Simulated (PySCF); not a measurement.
**Correlation energy of Mo²⁺ (molybdenum, charge +2)**

[Kr] 4d3 5p1, one real determinant (an excited configuration). Computed with PySCF 2.14 in def2-TZVPPD with the def2 core potential (28 electrons) (6s4p3d2f1g, 56 functions), with a scalar-relativistic core potential. Frozen: nothing; 12 electrons correlated.

```json
{"level": "CCSD", "correlation energy (mhartree)": "-289.19"}
{"level": "(T)", "correlation energy (mhartree)": "-6.77"}
{"level": "CCSD(T)", "correlation energy (mhartree)": "-295.96"}
```

Diagnostics: T1 = 0.0072, D1 = 0.0295, largest double amplitude 0.042.

**Question.** Is a single reference adequate?

**Answer.** Yes, within this model without spin-orbit coupling: T1 lies below 0.03 and no double amplitude reaches 0.07.

The reference is one real determinant that mixes LS terms of this configuration.

The basis has no tight functions for the innermost shells, so their pair energies are far from complete.

This basis was not built for core-valence correlation, so the inner-shell part is incomplete.
